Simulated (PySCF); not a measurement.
## Field gradients at the hydrogen positions

Compound: C₃H₇FOSi.
Structure used (GFN2-xTB), in Å, numbered top down from 1:
```xyz
13
C3H7FOSi angstrom
C     -2.0611   -0.1641   -0.1389
Si    -0.3668    0.5602   -0.5482
O      0.7020   -0.5026   -1.2470
C      1.6574   -0.5445   -0.1839
C      1.0079    0.4226    0.8025
F      0.6731   -0.1885    1.9960
H     -1.9839   -0.9881    0.5663
H     -2.5388   -0.5377   -1.0395
H     -2.7111    0.5885    0.2941
H     -0.3652    1.8508   -1.2323
H      1.7296   -1.5598    0.2074
H      2.6293   -0.2203   -0.5562
H      1.6233    1.2840    1.0621
```

Level: PBE0/pcSseg-1 (PySCF, non-relativistic); Q(2H) = 0.00286 b; rigid geometry, the same for H and D, with no vibrational averaging.

Question: Rank these positions by the coupling χzz of a deuteron there, largest first.
A. H10 (Si–H hydrogen)
B. H8 (methyl hydrogen)
C. H12 (methylene hydrogen)

Answer: B (218 kHz), C (203 kHz), A (108 kHz).

Q: Tabulate Vzz, the asymmetry η and χzz = 234.96 MHz × Q × Vzz for every hydrogen position.

A: 
```
atom  bonded to  bond length (Å)  Vzz (au)     η  χzz (kHz)
  H7         C1            1.087    0.3197  0.01        215
  H8         C1            1.086    0.3247  0.01        218
  H9         C1            1.085    0.3269  0.00        220
 H10        Si2            1.461    0.1604  0.01        108
 H11         C4            1.090    0.2995  0.05        201
 H12         C4            1.090    0.3014  0.04        203
 H13         C5            1.090    0.3035  0.10        204
```

Q: Average by the element that carries the hydrogen.

A: on C: 210 kHz over 6 positions, mean bond length 1.088 Å; on Si: 108 kHz over 1 position, mean bond length 1.461 Å.

Geometry: GFN2-xTB; no solvent, vibrations or thermal averaging. GFN2-xTB bond lengths can be off by several hundredths of an ångström, more for odd bonds, and the gradients follow them. These gradients aren't converged with respect to the basis.
